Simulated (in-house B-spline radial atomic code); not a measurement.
Successive ionisation energies of lead; each step leads to the configuration of the next row (after the last: [Ar] 3d3/2(4) 3d5/2(5)). Dirac energy differences include first-order Breit, QED and recoil terms. NIST's values go from ground level to ground level; the uncertainty of those that are theory runs from under 0.1 % in few-electron ions to several per cent in heavy many-electron ones. Computed with a radial B-spline atomic code at the basis-set limit: Dirac-Hartree-Fock, jj configuration that fills j = l - 1/2 first, finite nuclei.

A number in brackets counts the electrons of a j subshell.

```tsv
ion	configuration	ionisation energy (eV)	tabulated value (eV)	tabulated kind	computed minus tabulated (eV)	highest orbital	largest mean radius (bohr)
Pb42+	[Kr] 4d3/2(4)	2100.7	2101	tabulated theory	0	4d3/2	0.3728
Pb43+	[Kr] 4d3/2(3)	2164.0	2163	tabulated theory	1	4d3/2	0.37085
Pb44+	[Kr] 4d3/2(2)	2228.0	2230	tabulated theory	-2	4d3/2	0.36892
Pb45+	[Kr] 4d3/2(1)	2292.7	2292	tabulated theory	1	4d3/2	0.36701
Pb46+	[Ar] 3d10 4s2 4p6	2542.8	2543	tabulated theory	0	4p3/2	0.36512
Pb47+	[Ar] 3d10 4s2 4p1/2(2) 4p3/2(3)	2606.2	2605	tabulated theory	1	4p3/2	0.36314
Pb48+	[Ar] 3d10 4s2 4p1/2(2) 4p3/2(2)	2670.1	2671	tabulated theory	-1	4p3/2	0.36137
Pb49+	[Ar] 3d10 4s2 4p1/2(2) 4p3/2(1)	2734.4	2735	tabulated theory	-1	4p3/2	0.35963
Pb50+	[Ar] 3d10 4s2 4p1/2(2)	2964.6	2965	tabulated theory	0	4p1/2	0.3414
Pb51+	[Ar] 3d10 4s2 4p1/2(1)	3036.4	3036	tabulated theory	0	4p1/2	0.34008
Pb52+	[Ar] 3d10 4s2	3210.6	3211	tabulated theory	0	4s1/2	0.33877
Pb53+	[Ar] 3d10 4s1	3282.1	3282.1	semi-empirical	0	4s1/2	0.33718
Pb54+	[Ar] 3d10	5414.4	5414	tabulated theory	0	3d5/2	0.17528
```

Question: Where is the largest jump?

Answer: From Pb53+ to Pb54+, by a factor of 1.65 (3282.1 to 5414.4 eV); the highest orbital goes from 4s1/2 to 3d5/2.
